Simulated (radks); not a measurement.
The lead ion Pb4+, configuration [Xe] 4f14 5d10. Method: scalar-relativistic Kohn-Sham, LDA (Slater exchange, Perdew-Wang correlation), spin-polarised, spherical densities, finite nucleus; Fermi nuclear charge, rms radius 5.5012 fm; computed with a radial shooting solver on a logarithmic mesh with Libxc functionals.

Unscreened Slater integrals over Kohn-Sham orbitals (hartree). They are taken over the spin-up orbitals.

integral,value
"F0(5d,5d)",0.71550
"F2(5d,5d)",0.37592
"F4(5d,5d)",0.25158
"F0(5d,5p)",0.79762
"F2(5d,5p)",0.40399
"G1(5d,5p)",0.49283
"G3(5d,5p)",0.30694
"F0(5d,4f)",0.91925
"F2(5d,4f)",0.22386
"F4(5d,4f)",0.10524
"G1(5d,4f)",0.068055
"G3(5d,4f)",0.067174
"G5(5d,4f)",0.054676
"F0(5d,5s)",0.83087
"G2(5d,5s)",0.33000
"F0(5p,5p)",0.92315
"F2(5p,5p)",0.49770
"F0(5p,4f)",1.1395
"F2(5p,4f)",0.35229
"G2(5p,4f)",0.12426
"G4(5p,4f)",0.10816
"F0(5p,5s)",0.98043
"G1(5p,5s)",0.65326
"F0(4f,4f)",2.0102
"F2(4f,4f)",1.0102
"F4(4f,4f)",0.64601
"F6(4f,4f)",0.46841
"F0(4f,5s)",1.2698
"G3(4f,5s)",0.16327
"F0(5s,5s)",1.0537
